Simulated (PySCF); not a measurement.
CHCl, SMILES [CH]Cl (connectivity only; charge and spin as stated), neutral, multiplicity 1. Geometry optimised at PBE0-D3(BJ)/def2-TZVPD. The isomer is the one that the SMILES or the coordinates give; other isomers of the formula were not compared.

Level of theory: PBE0-D3(BJ)/def2-TZVPD (PySCF 2.14.0).

Harmonic wavenumbers (cm⁻¹): 841, 1224, 2927. Rotational constants (GHz): 474.5, 18.29, 17.61; symmetry number 1.

Work out the zero-point energy and the ideal-gas rigid-rotor harmonic-oscillator thermochemistry at 298.15 K and 1 atm.

ZPE = ½ Σ hcν = ½ × 4992 cm⁻¹ = 7.14 kcal/mol. H − E(el) = 9.56 kcal/mol. Entropy in cal/(mol K): translation 37.56, rotation 18.29, vibration 0.21, total 56.07. G − E(el) = -7.16 kcal/mol. Cp = 8.72 cal/(mol K).
